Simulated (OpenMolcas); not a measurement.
# Ionisation energies of oxygen

- Program: OpenMolcas
- Basis: ANO-R2 [4s4p2d1f]
- Scalar Hamiltonian: X2C, finite nucleus
- Spin-orbit coupling: state interaction with AMFI integrals over the reference wave functions, term energies averaged over their components

Active shells in each charge state: the valence s, p shells, with orbitals averaged over the low states. Where CASPT2's correlated closed shells are named, they are those of the first ion.

A. CASSCF
B. SS-CASPT2, IPEA 0.25 Eh, imaginary shift 0.1 Eh (closed shells correlated: 1s)
C. SS-CASPT2, IPEA 0 Eh, imaginary shift 0.1 Eh (closed shells correlated: 1s)
D. SS-CASPT2, IPEA 0.25 Eh, imaginary shift 0.1 Eh (closed shells correlated: none)

Energies in eV between the lowest computed levels, named as in B; reference values from the NIST Atomic Spectra Database with their kind.

```
              From                  To        A        B        C        D  Spin-orbit share in B                 Reference
   O2+ 2s² 2p² ³P₀  O3+ 2s² 2p ²P°_1/2   53.710   54.700   54.754   54.662                 -0.004   54.936 (semi-empirical)
O3+ 2s² 2p ²P°_1/2         O4+ 2s² ¹S₀   76.095   77.077   77.125   77.032                 +0.030         77.413 (measured)
       O4+ 2s² ¹S₀       O5+ 2s ²S_1/2  113.784  113.828  113.828  113.836                 +0.000        113.899 (measured)
     O5+ 2s ²S_1/2         O6+ 1s² ¹S₀  137.968  138.020  138.020  137.968                 +0.000  138.119 (semi-empirical)
```

Steps that some method lacks are left out, and so are those with a state whose active s or d shell is doubly occupied in every root (s and p with five to eight electrons, d10) over a frozen core shell of the same l, since the two then mix freely.

Error against the reference values, in %:

```json
{"From": "O2+", "Reference": "semi-empirical", "A": "-2.2", "B": "-0.4", "C": "-0.3", "D": "-0.5"}
{"From": "O3+", "Reference": "measured", "A": "-1.7", "B": "-0.4", "C": "-0.4", "D": "-0.5"}
{"From": "O4+", "Reference": "measured", "A": "-0.1", "B": "-0.1", "C": "-0.1", "D": "-0.1"}
{"From": "O5+", "Reference": "semi-empirical", "A": "-0.1", "B": "-0.1", "C": "-0.1", "D": "-0.1"}
```

Mean absolute error over the 2 measured values: A 0.72 eV, B 0.20 eV, C 0.18 eV, D 0.22 eV.

° marks odd parity.
